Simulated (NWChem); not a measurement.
# H₂B₃O₃

```xyz
8

B      0.0000     0.0000    -1.4188
O     -1.1870     0.0000    -0.7501
B     -1.1944     0.0000     0.6262
O      0.0000     0.0000     1.2975
B      1.1944     0.0000     0.6262
O      1.1870     0.0000    -0.7501
H     -2.2340     0.0000     1.2271
H      2.2340     0.0000     1.2271
```
Charge 0, spin multiplicity 2.

All runs are NWChem calculations. Structure: optimised with UPBE0/def2-SVP, a minimum by its harmonic frequencies. It is one conformer; others weren't searched.

The structure started from a generated list of species. The unpaired electrons of the parent sit in orbitals of symmetry a1 (C2v labels of the run); other states weren't searched. The stability of the SCF solutions was not checked.

Worked example. At LC-wPBE (omega 0.3 per bohr)/def2-TZVP the molecule has a total energy of -301.47565 Ha and the free atoms (multiplicities B 2, O 3, H 2) H -0.50435, B -24.62179, O -75.02972 Ha. The electronic atomisation energy is the atoms' sum less the molecule's energy.

3·(-24.62179) + 3·(-75.02972) + 2·(-0.50435) = -299.96323 Ha for the atoms; less the molecule's energy this leaves 1.51242 Ha, or 949.1 kcal/mol (3971 kJ/mol), without zero-point, thermal or spin-orbit terms.
